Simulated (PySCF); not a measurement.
Vertical excitations of a molecule CH10OSi4 from TDA-B3LYP/def2-SVPD in PySCF, as energy in eV (oscillator strength): 5.42 (0.004), 5.47 (0.036), 6.08 (0.037), 6.14 (0.041), 6.18 (0.001), 6.32 (0.012). Lowest triplet (TDA): 4.87 eV. Geometry optimised at PBE0-D3(BJ)/def2-SVP. One conformer was computed; it need not be the lowest.

**Question.** Pick the molecule that these values belong to.
A. OC1([SiH3])[SiH2][SiH2][SiH2]1
B. O=C[Si]([SiH3])([SiH3])[SiH3]
C. O[Si@H]1[SiH2]C[Si@@H]1[SiH3]
D. [SiH3][Si@@H]1[SiH2]CO[SiH2]1

**Answer.** D, [SiH3][Si@@H]1[SiH2]CO[SiH2]1
